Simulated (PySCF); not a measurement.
Geometry:
```
atom   x (Å)   y (Å)   z (Å)
  W1  -0.013   0.000  -0.003
  S2   0.034  -0.027   2.112
  S3   1.990   0.011  -0.678
 Cl4  -1.010   1.907  -0.689
 Cl5  -1.001  -1.891  -0.741
```

Geometry: PBE0-D3(BJ)/def2-SVP; GIAO absolute shieldings from PySCF 2.14, gas phase, scalar relativity only through the core potential, averaged over equivalent atoms.

At PBE0/pcSseg-1 (def2-TZVP on W) (136 basis functions, 13 s wall time (8.9 s CPU) on 1 thread of an x86-64 server CPU, shared host):
| atoms | σ (ppm) |
| --- | --- |
| S2/S3 | -738.8 |
| Cl4/Cl5 | 506.7 |

Problem. Predict the values at wB97X-D/pcSseg-1 (def2-TZVP on W) on the same geometry.

Solution. 
| atoms | σ at wB97X-D/pcSseg-1 (def2-TZVP on W) | change |
| --- | --- | --- |
| S2/S3 | -806.9 | -68.1 |
| Cl4/Cl5 | 553.2 | +46.5 |

The largest change is at S2/S3 (sulfur bonded to W). Cost: 136 basis functions, 18 s wall time (13 s CPU) on 1 thread of an x86-64 server CPU, shared host.

W is described by an effective core potential, so it has no shielding of its own here; spin–orbit effects on the atoms bonded to it, which can be large, are absent, and the values of these neighbours are rough.
